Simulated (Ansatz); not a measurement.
Gas-phase reaction in SMILES: C[Si](C)(Br)Br [dibromo(dimethyl)silane] -> [CH2][Si](C)(Br)Br + H atom (the C-H bond at the site shown breaks; other sites are not compared here)
Each molecule is optimised on its own at B3LYP-D3(BJ)/def2-TZVP (Ansatz, an electronic-structure program), one conformer each, not searched for the lowest.

Wanted: bond dissociation energy (electronic energy difference), in kcal/mol. Valence correlation only, unless marked. Open shells are spin-unrestricted. No spin-orbit coupling. The frozen core is the preceding noble-gas configuration, with the filled d and f shells of earlier blocks. No relativistic terms. Basis-set limits of correlation are two-point, X^-3; Hartree-Fock from the larger set.

```
level                                      program  bond dissociation energy (kcal/mol)  minus last row
----------------------------------  --------------  -----------------------------------  --------------
HF/def2-TZVPP                               Ansatz                                 82.0           -27.3
PBE-D3(BJ)/def2-TZVPD               Ansatz + dftd3                                105.7            -3.6
BLYP-D4/def2-TZVPD                  Ansatz + dftd4                                105.2            -4.1
PBE0/def2-SVP                               Ansatz                                105.9            -3.4
PBE0/def2-TZVPD                             Ansatz                                105.3            -4.0
r2SCANh-D4/def2-TZVPD               Ansatz + dftd4                                104.1            -5.2
HSE06-D4/def2-TZVPD                 Ansatz + dftd4                                105.6            -3.7
CAM-B3LYP-D3(BJ)/def2-TZVPD         Ansatz + dftd3                                107.5            -1.8
PBE-QIDH/def2-TZVPD                         Ansatz                                106.4            -2.9
CCSD(T)/CBS(def2-TZVPP,def2-QZVPP)          Ansatz                                109.3             0.0
```
